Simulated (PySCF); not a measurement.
**Ta²⁺ (tantalum, charge +2) across methods**

[Xe] 4f14 5d2 6s1, high-spin 4F determinant (an excited configuration). Computed with PySCF 2.14 in aug-cc-pVTZ-PP with one added diffuse shell each of s, p, d, f, g type with ECP60MDF (7s7p6d4f3g, 113 functions), with a scalar-relativistic core potential. The B2PLYP total includes its PT2 part (frozen core); its orbital energies are those of the SCF part.

```json
{"method": "UHF", "E (hartree)": "-55.98541", "mean ε 5p β (eV)": "-64.121", "mean ε 5d α (eV)": "-26.576", "mean ε 6s α (eV)": "-22.550", "Σ⟨r²⟩ (bohr²)": "32.24", "⟨S²⟩": "3.755"}
{"method": "PBE", "E (hartree)": "-56.4574", "mean ε 5p β (eV)": "-56.317", "mean ε 5d α (eV)": "-21.467", "mean ε 6s α (eV)": "-20.125", "Σ⟨r²⟩ (bohr²)": "31.87", "⟨S²⟩": "3.751"}
{"method": "M06-2X", "E (hartree)": "-56.3345", "mean ε 5p β (eV)": "-60.526", "mean ε 5d α (eV)": "-23.854", "mean ε 6s α (eV)": "-21.981", "Σ⟨r²⟩ (bohr²)": "31.83", "⟨S²⟩": "3.751"}
{"method": "LDA", "E (hartree)": "-56.2758", "mean ε 5p β (eV)": "-56.219", "mean ε 5d α (eV)": "-21.326", "mean ε 6s α (eV)": "-20.405", "Σ⟨r²⟩ (bohr²)": "31.97", "⟨S²⟩": "3.750"}
{"method": "B2PLYP", "E (hartree)": "-56.2746", "mean ε 5p β (eV)": "-60.690", "mean ε 5d α (eV)": "-24.142", "mean ε 6s α (eV)": "-21.432", "Σ⟨r²⟩ (bohr²)": "31.98", "⟨S²⟩": "3.752"}
{"method": "r2SCAN", "E (hartree)": "-56.4690", "mean ε 5p β (eV)": "-57.192", "mean ε 5d α (eV)": "-21.879", "mean ε 6s α (eV)": "-20.231", "Σ⟨r²⟩ (bohr²)": "31.84", "⟨S²⟩": "3.752"}
{"method": "TPSS", "E (hartree)": "-56.4439", "mean ε 5p β (eV)": "-56.555", "mean ε 5d α (eV)": "-21.575", "mean ε 6s α (eV)": "-19.954", "Σ⟨r²⟩ (bohr²)": "31.88", "⟨S²⟩": "3.751"}
```

Estimate the same row for PBE0.

E (hartree) = -56.4316; mean ε 5p β (eV) = -58.564; mean ε 5d α (eV) = -22.906; mean ε 6s α (eV) = -20.856; Σ⟨r²⟩ (bohr²) = 31.85; ⟨S²⟩ = 3.751.

Energies and moments cover only the electrons outside the core potential. Spin-orbit coupling, absent here, splits the open shell strongly.
